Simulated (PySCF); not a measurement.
All values below come from PySCF with PBE-D3(BJ)/def2-TZVP // B3LYP-D3(BJ)/def2-TZVP. Gas-phase values, no solvent. Excitations are Tamm–Dancoff values on a coarser integration grid. The basis has no diffuse functions, so Rydberg states are missing or too high.

Reference species (SMILES): `[Cl][SnH2][Cl]` (neutral, multiplicity 1).

```json
{
  "T1 excitation (TDA)": "4.86 eV",
  "HOMO–LUMO gap": "5.12 eV"
}
```

Changed species: `[Cl][SnH]([Cl])[Cl]` (1 of 4 Cl replaced by H; the reference has 2 of 4 Cl replaced by H).

Task: What does the change do to the T1 excitation (TDA) and HOMO–LUMO gap?

Result: the T1 excitation (TDA) falls by 0.41 eV, to 4.45 eV; the HOMO–LUMO gap falls by 0.53 eV, to 4.59 eV.
